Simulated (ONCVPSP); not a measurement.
**Before and after: ONCV potential for lanthanum**

* Element: lanthanum
* Generator: ONCVPSP 4.0.1
* Type: optimised norm-conserving Vanderbilt (ONCV)
* Functional: LDA (Perdew-Wang 92)
* Relativity: scalar-relativistic
* Frozen core: [Kr] 4d10
* Valence charge: 11
* Reference configuration: 5s2 5p6 5d1 6s1.75 (charge +0.25)
* Partial waves: 5s+6s: rc 2.30 bohr, ncon 4, nbas 8, qcut 5.5 1/bohr, 2 projectors; 5p: rc 1.70 bohr, ncon 4, nbas 7, qcut 5.2 1/bohr, 1 projector; 5d: rc 3.45 bohr, ncon 5, nbas 9, qcut 3.9 1/bohr, 2 projectors, debl 1.5 Ha; f scattering state at 0.05 Ha: rc 3.25 bohr, ncon 3, nbas 7, qcut 3.7 1/bohr, 2 projectors, debl 1.3 Ha
* Local potential: polynomial inside 1.40 bohr (lpopt 5, dvloc0 -1 Ha)
* Core correction: Teter function, fcfact 4.75, rcfact 1.2

In the f channel the program set the typed energies aside and used -0.219, 1.081 Ha.

Change: s: qcut 4.5; p: qcut 4.3; d: qcut 3.2; f: qcut 3.

Cutoffs: the cutoffs (Ha) at which the residual kinetic energy of the hardest occupied pseudo-wave falls to 1 and 0.1 mHa per electron; they do not see the model core or the augmentation charge, which bear on the density cutoff. Errors are all-electron minus pseudo energies relative to the spin-unpolarised reference configuration.

Question: Predict the effect on cutoff, ghosts and configuration errors.

Answer: The potential gets harder (14 Ha and 41 Ha → 36 Ha and 48 Ha); both files keep a bound ghost (s); of the 4 tests that both files solve, the error grows in 1 and shrinks in 0 by more than 15 % and 0.3 meV (median size 2.6 → 3.0 meV).

| quantity | base | changed |
| --- | --- | --- |
| cutoff, loose | 14 Ha | 36 Ha |
| cutoff, tight | 41 Ha | 48 Ha |
| loose cutoff by channel | s 10 Ha, p 14 Ha, d 5.4 Ha | s 8.2 Ha, p 36 Ha, d 5.1 Ha |
| bound ghosts | s | s |
| GHOST(+) flags under 300 eV | p at 17.9 eV | p at 15.6 eV, d at 42.8 eV |
| error for 5s2 5p6 5d1 6s2, meV [ΔE -1.09 eV] | +0.1 | +0.1 |
| error for 5s2 5p6 5d1 6s1, meV [ΔE 5.06 eV] | -1.0 | -1.0 |
| error for 5s2 5p6 5d1 6s0, meV [ΔE 16.21 eV] | -4.2 | -5.0 |
| error for 4f1 5s2 5p6 5d1 6s0, meV [ΔE 5.97 eV] | +1826 | +2052 |
| s: phases at 2.33 bohr within 0.05 rad from the reference energy up to (Ha; the scan ends near 5) | to the end of the scan | to the end of the scan |
| p: phases at 1.73 bohr within 0.05 rad from the reference energy up to (Ha; the scan ends near 5) | 0.2 | 0.1 |
| d: phases at 3.50 bohr within 0.05 rad from the reference energy up to (Ha; the scan ends near 5) | 3.1 | 2.8 |
| f: phases at 3.30 bohr within 0.05 rad from the reference energy up to (Ha; the scan ends near 5) | 0.2 | -0.0 |
| rms error of d²Exc/dni dnj with the model core, mHa | 1.23 | 0.97 |

Base: The cutoffs count occupied waves only; projector 2 of the f channel, the hardest unoccupied one, needs 43 Ha at the loose tolerance. These tests converged, but a pseudo level misses the all-electron one widely, so the file describes the atom poorly there or has found another state: 4f1 5s2 5p6 5d1 6s0: 4f by 3.2 eV. Changed file: These tests converged, but a pseudo level misses the all-electron one widely, so the file describes the atom poorly there or has found another state: 4f1 5s2 5p6 5d1 6s0: 4f by 3.7 eV. A true bound ghost makes a file unfit for plane-wave use even where its test errors are small: the radial tests pick states by their node count and pass the ghost by.
